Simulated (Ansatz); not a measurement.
A run for Ansatz (a first-principles code): R-BLYP/def2-TZVPP on C2H7B (SMILES BCC), a point of a torsion scan.

Ansatz 0.2 input:
```yaml
crystal:
  periodic: [false, false, false]
  atoms:
    - {symbol: B, position_ang: [1.45976796, 0.18748308, -0.17355273]}
    - {symbol: C, position_ang: [0.11262839, -0.33268099, 0.43406455]}
    - {symbol: C, position_ang: [-1.18583172, 0.09362152, -0.25503807]}
    - {symbol: H, position_ang: [2.46900431, -0.25903764, 0.21459439]}
    - {symbol: H, position_ang: [1.47552131, 1.04065469, -0.97264993]}
    - {symbol: H, position_ang: [0.10784215, 0.06971288, 1.45685947]}
    - {symbol: H, position_ang: [0.10920215, -1.41709809, 0.57082110]}
    - {symbol: H, position_ang: [-1.36448944, -0.51775094, -1.13712520]}
    - {symbol: H, position_ang: [-2.04035204, -0.03558249, 0.40868998]}
    - {symbol: H, position_ang: [-1.14322741, 1.13644577, -0.55688147]}
basis:
  gaussian:
    orbitals: def2-TZVPP
hamiltonian:
  xc: {name: BLYP}
scf: {lower_state_search: off}
```

It printed:

```
WARN ansatz: RAYON_NUM_THREADS=1 ignored (pool sized by the plan → 1); use --threads N
Functional definition: BLYP
these checks for a lower state are left out or cut short: stability, starts, cluster_reference, orbital_swaps, neighbouring_geometries, increment
integrals: 0.07 GiB planned
942 factors; their error is unknown
mean field: 0.70 GiB planned
mean field evaluation 1: about -2850.0282 eV, gradient 7.3e1 eV
mean field evaluation 2: about -2824.5957 eV, gradient 1.2e2 eV
mean field evaluation 4: about -2862.9885 eV, gradient 4.7e0 eV
mean field evaluation 8: about -2863.0507 eV, gradient 3.2e-1 eV
mean field evaluation 16: about -2863.0227 eV, gradient 6.7e-4 eV
mean field -2863.02269975 eV, -105.2141435894 hartree, gradient 1.1e-6 eV, S^2 0.000000; 0 other end points of the search recorded, 0 dependent functions left out
reference -2863.02306298 eV, -105.2141569378 hartree; 12, 12 occupied and 179, 179 virtual orbitals, 942 factors
Total energy: -2863.02306298 eV, -105.2141569378 hartree
Checks for a lower state left out: stability, starts, cluster_reference, orbital_swaps, neighbouring_geometries, increment
```

The run converged.

Cost: roughly 1.6 core-seconds.
